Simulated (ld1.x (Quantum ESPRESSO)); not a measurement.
## How hard is this copper (Cu) RRKJ potential?

```json
{
  "Element": "copper",
  "Generator": "ld1.x (Quantum ESPRESSO) 7.5",
  "Type": "norm-conserving RRKJ (Kleinman–Bylander form)",
  "Functional": "PBE",
  "Relativity": "scalar-relativistic",
  "Frozen core": "[Ne] 3s2",
  "Valence charge": "17",
  "Reference configuration": "3p6 3d10 4s0 4p1",
  "Partial waves": "3p (bound): rc 0.65 bohr; 3d (bound): rc 1.10 bohr; 4s (bound, empty): rc 2.20 bohr",
  "Local potential": "the s channel",
  "Core correction": "a·sin(br)/r model core inside 0.40 bohr",
  "rho0": "0.01"
}
```

Occupied shells without a wave of their own: 4p. They enter only through the test configuration that unscreens the potential, and ld1.x also counts them in the model core charge.

The pseudo-atom Hamiltonian at the reference potential is diagonalised in spherical Bessel functions j_l(qr) that vanish at 20 bohr, with q² up to the cutoff. All-electron valence levels (Ry): 3p -5.4600, 4p -0.1260, 3d -0.5257, 4s -0.4461.

Q: How do the lowest levels (Ry) of each channel move with the cutoff, and are there ghosts?

A:

```csv
cutoff (Ry),p #1,p #2,d #1,d #2,s #1,s #2,f #1,Σ f·Δε (mRy)
8,-0.3805,-0.0162,0.0272,0.1164,-0.4406,-0.0351,0.0848,36086.5
15,-1.2919,-0.0603,0.0272,0.1164,-0.4437,-0.0355,0.0848,30574.1
25,-3.3523,-0.0872,0.0271,0.1163,-0.4457,-0.0357,0.0848,18184.9
35,-4.5953,-0.0931,0.0270,0.1160,-0.4460,-0.0357,0.0848,10719.5
50,-5.1728,-0.0955,0.0266,0.1142,-0.4461,-0.0357,0.0848,7248.3
70,-5.2892,-0.0960,0.0174,0.0717,-0.4461,-0.0357,0.0848,6456.8
100,-5.3006,-0.0960,-0.4375,0.0292,-0.4461,-0.0357,0.0848,1839.9
140,-5.3558,-0.0962,-0.5249,0.0289,-0.4461,-0.0357,0.0848,634.2
180,-5.4088,-0.0964,-0.5254,0.0289,-0.4461,-0.0357,0.0848,310.9
260,-5.4534,-0.0965,-0.5257,0.0289,-0.4461,-0.0357,0.0848,39.9
400,-5.4600,-0.0966,-0.5258,0.0289,-0.4461,-0.0357,0.0848,0.0
```

Result: no extra level below or beside the all-electron valence levels (p, d, s, f tested); 10 mRy is reached at over 300 Ry and 1 mRy at over 300 Ry.

The potential misses its own reference levels by up to 0.4 eV. ld1.x takes every shell without a wave as core, so the model core holds the 4p electrons as well and exchange and correlation see them twice. This cancels in the reference configuration, but the file is broken for other ones, and its errors say nothing about a proper core correction. Its largest configuration-test error is +1397 meV.
